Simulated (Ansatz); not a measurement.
CdH2O (SMILES [OH][CdH]) moved off its minimum; all values from Ansatz (a quantum-chemistry and plane-wave program), cores frozen in correlated methods. Elements past Kr take the def2 small-core potentials, without spin–orbit coupling.
(charge 0, multiplicity 1)
```xyz
4

Cd    -0.4036     0.1042    -0.0711
H     -1.8060    -0.9044    -0.2137
O      1.7025     0.4045    -0.0164
H      1.9093     1.5058     0.3615
```

Forces at MP2/def2-TZVPPD (eV/Å):

| atom | Fx | Fy | Fz |
|---|---|---|---|
| Cd1 | 1.087 | -1.012 | -0.102 |
| H2 | 0.709 | 0.976 | 0.121 |
| O3 | -0.796 | 5.187 | 1.757 |
| H4 | -1.000 | -5.150 | -1.776 |

Task: Give the forces (eV/Å), the total energy and the dipole at CCSD(T)/def2-TZVPPD.

Result: 
```csv
atom,Fx,Fy,Fz
Cd1,1.171,-0.814,-0.078
H2,0.456,0.771,0.094
O3,-0.649,5.056,1.710
H4,-0.979,-5.013,-1.727
```
Energy -243.5816 hartree, dipole 2.88 D.
